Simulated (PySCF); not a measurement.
NbOBr₂, SMILES [O]=[Nb]([Br])[Br] (connectivity only; charge and spin as stated), neutral, multiplicity 2.

Coordinates come from a B3LYP-D3(BJ)/def2-SVP optimisation. The spin state was assumed, not searched. The def2 effective core potentials stand for the cores of Nb; spin–orbit coupling is left out.

Computed with B3LYP-D3(BJ)/def2-SVP in PySCF.

Frequencies are harmonic and unscaled.

Computed vibrational spectrum:
```json
[
 {"mode": "1", "ν (cm⁻¹)": "32", "IR (km/mol)": "16.3", "moving atoms (share of kinetic energy)": "Nb 48 %, O 41 %, Br 11 %"},
 {"mode": "2", "ν (cm⁻¹)": "69", "IR (km/mol)": "0.7", "moving atoms (share of kinetic energy)": "Br 64 %, Nb 30 %"},
 {"mode": "3", "ν (cm⁻¹)": "182", "IR (km/mol)": "0.3", "moving atoms (share of kinetic energy)": "O 78 %, Br 22 %"},
 {"mode": "4", "ν (cm⁻¹)": "245", "IR (km/mol)": "7.7", "moving atoms (share of kinetic energy)": "Br 76 %, Nb 20 %"},
 {"mode": "5", "ν (cm⁻¹)": "352", "IR (km/mol)": "76.0", "moving atoms (share of kinetic energy)": "Nb 63 %, Br 30 %"},
 {"mode": "6", "ν (cm⁻¹)": "1035", "IR (km/mol)": "174.3", "moving atoms (share of kinetic energy)": "O 85 %, Nb 15 %"}
]
```
